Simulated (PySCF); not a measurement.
CdH: from constants to spectrum

UHF-CCSD(T) constants of CdH, ²Σ⁺ (doublet), unpaired electrons σ ↑ (Cd x2c-TZVPPall, H x2c-TZVPPall; spin-free X2C with a Gaussian nucleus (PySCF 2.14); masses 113.9034 and 1.0078 u):

```
ωe              : 1457.1 cm⁻¹
ωexe            : 49.5 cm⁻¹
Be              : 5.5367 cm⁻¹
αe              : 0.238 cm⁻¹
D (centrifugal) : 0.000320 cm⁻¹
De to Cd + H    : 0.78 eV
```

**Question.** Give the vibrational terms G(v) and spacings up to v = 3.

**Answer.** G(v) = ωe(v+½) − ωexe(v+½)².

| v | G(v) (cm⁻¹) | G(v) − G(v−1) | Bv (cm⁻¹) |
| --- | --- | --- | --- |
| 0 | 716 |  | 5.418 |
| 1 | 2074 | 1358 | 5.180 |
| 2 | 3333 | 1259 | 4.942 |
| 3 | 4493 | 1160 | 4.704 |

**Question.** How well does the Morse estimate ωe²/(4ωexe) reproduce De, and what is D0?

**Answer.** It gives 1.33 eV, 170 % of the computed De. D0 = De − G(0) = 0.78 − 0.09 = 0.69 eV.

Correlated steps freeze 14 core orbitals. Spin–orbit coupling is left out. The state was picked by a PBE0 search and need not be the measured ground state.
